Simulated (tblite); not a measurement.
Task: Write a Z-matrix for `C=CCOC(=C)Cl` as optimised with GFN2-xTB.

Result: 
Z-matrix in Å and degrees, rows numbered from 1:
```
C 
C   1  1.3186
C   2  1.4966  1  124.13
O   3  1.4220  2  107.91  1   137.02
C   4  1.3386  3  120.33  2   178.52
C   5  1.3248  4  122.55  3   172.56
Cl  5  1.7436  4  117.54  3    -8.39
H   1  1.0777  2  121.92  3    -0.96
H   1  1.0759  2  121.75  3   178.37
H   2  1.0804  1  121.57  3  -179.44
H   3  1.1004  2  109.47  1  -103.87
H   3  1.0969  2  110.95  1    15.90
H   6  1.0713  5  121.56  4   178.27
H   6  1.0732  5  119.80  4    -1.49
```

The 3 C–C bonds span 1.319 Å (C1=C2, drawn double) to 1.497 Å (C2–C3, drawn single), a spread of 0.178 Å. Of the pairs four or more bonds apart, Cl7···H11 is among the closest relative to their van der Waals radii: 2.69 Å, 91 % of the sum of Bondi's values. O4 (ether oxygen) is bent (angle 120.3°). The C–O distances run from 1.339 Å (O4–C5, drawn single) to 1.422 Å (C3–O4, drawn single), a spread of 0.083 Å.

The geometry is computed with GFN2-xTB (gas phase).

Point group: C1 (no symmetry element, even within 0.4 Å). Its GFN2-xTB frequencies are all real (lowest 29 cm⁻¹). One conformer, not necessarily the lowest (C1–C2–C3–O4 137°, C2–C3–O4–C5 179°, C3–O4–C5–C6 173°).
